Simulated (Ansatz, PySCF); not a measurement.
Breaking a bond: MgC, lowest singlet found (which spin is the ground state isn't settled by this scan).

Methods: RCCSDT = CCSDT on RHF/aug-cc-pVDZ, frozen core (Ansatz, a program for electronic structure); RKS-B3LYP/6-311+G** = restricted B3LYP/6-311+G**, spherical d (PySCF 2.14.0); RKS-LDA (SVWN5)/6-31G* = PySCF with restricted LDA (SVWN5)/6-31G*, spherical d; RMP2 = MP2 on RHF/aug-cc-pVDZ, frozen core (Ansatz).

Energies are in kcal/mol, each relative to the lowest point of its own curve between 1.89 and 2.60 Å, where full CI is lowest.

```json
[
 {"R / Å": "1.89", "RCCSDT": "7.8", "RKS-B3LYP/6-311+G**": "6.3", "RKS-LDA (SVWN5)/6-31G*": "4.7", "RMP2": "4.6"},
 {"R / Å": "1.99", "RCCSDT": "2.4", "RKS-B3LYP/6-311+G**": "?", "RKS-LDA (SVWN5)/6-31G*": "0.7", "RMP2": "0.6"},
 {"R / Å": "2.04", "RCCSDT": "1.0", "RKS-B3LYP/6-311+G**": "0.5", "RKS-LDA (SVWN5)/6-31G*": "0.0", "RMP2": "0.0"},
 {"R / Å": "2.14", "RCCSDT": "0.0", "RKS-B3LYP/6-311+G**": "0.0", "RKS-LDA (SVWN5)/6-31G*": "0.3", "RMP2": "0.8"},
 {"R / Å": "2.19", "RCCSDT": "0.2", "RKS-B3LYP/6-311+G**": "?", "RKS-LDA (SVWN5)/6-31G*": "1.2", "RMP2": "1.9"},
 {"R / Å": "2.24", "RCCSDT": "0.8", "RKS-B3LYP/6-311+G**": "?", "RKS-LDA (SVWN5)/6-31G*": "2.4", "RMP2": "3.2"},
 {"R / Å": "2.35", "RCCSDT": "3.1", "RKS-B3LYP/6-311+G**": "3.4", "RKS-LDA (SVWN5)/6-31G*": "5.8", "RMP2": "?"},
 {"R / Å": "2.44", "RCCSDT": "5.5", "RKS-B3LYP/6-311+G**": "5.8", "RKS-LDA (SVWN5)/6-31G*": "9.2", "RMP2": "10.0"},
 {"R / Å": "2.60", "RCCSDT": "10.5", "RKS-B3LYP/6-311+G**": "10.3", "RKS-LDA (SVWN5)/6-31G*": "15.6", "RMP2": "15.4"},
 {"R / Å": "2.76", "RCCSDT": "15.4", "RKS-B3LYP/6-311+G**": "14.7", "RKS-LDA (SVWN5)/6-31G*": "22.1", "RMP2": "19.9"},
 {"R / Å": "2.92", "RCCSDT": "19.8", "RKS-B3LYP/6-311+G**": "18.6", "RKS-LDA (SVWN5)/6-31G*": "28.2", "RMP2": "23.4"},
 {"R / Å": "3.16", "RCCSDT": "24.9", "RKS-B3LYP/6-311+G**": "23.5", "RKS-LDA (SVWN5)/6-31G*": "?", "RMP2": "27.0"},
 {"R / Å": "3.49", "RCCSDT": "28.9", "RKS-B3LYP/6-311+G**": "28.3", "RKS-LDA (SVWN5)/6-31G*": "?", "RMP2": "30.0"}
]
```

### Question
Some entries are withheld; supply them.

### Answer

- 1.99, RKS-B3LYP/6-311+G**: 1.6
- 2.19, RKS-B3LYP/6-311+G**: 0.4
- 2.24, RKS-B3LYP/6-311+G**: 1.1
- 2.35, RMP2: 6.9
- 3.16, RKS-LDA (SVWN5)/6-31G*: 36.0
- 3.49, RKS-LDA (SVWN5)/6-31G*: 44.1

The scan ran from 1.57 to 7.42 Å; beyond the distances shown full CI changes its symmetry label. The T1 diagnostic of CCSD on the restricted reference of RCCSDT, RMP2 exceeds 0.045 at 1.89 to 2.92 Å. The restricted form behind RKS-B3LYP/6-311+G**, RKS-LDA (SVWN5)/6-31G*, RMP2 keeps the bonding electrons paired and can't separate into open-shell fragments.
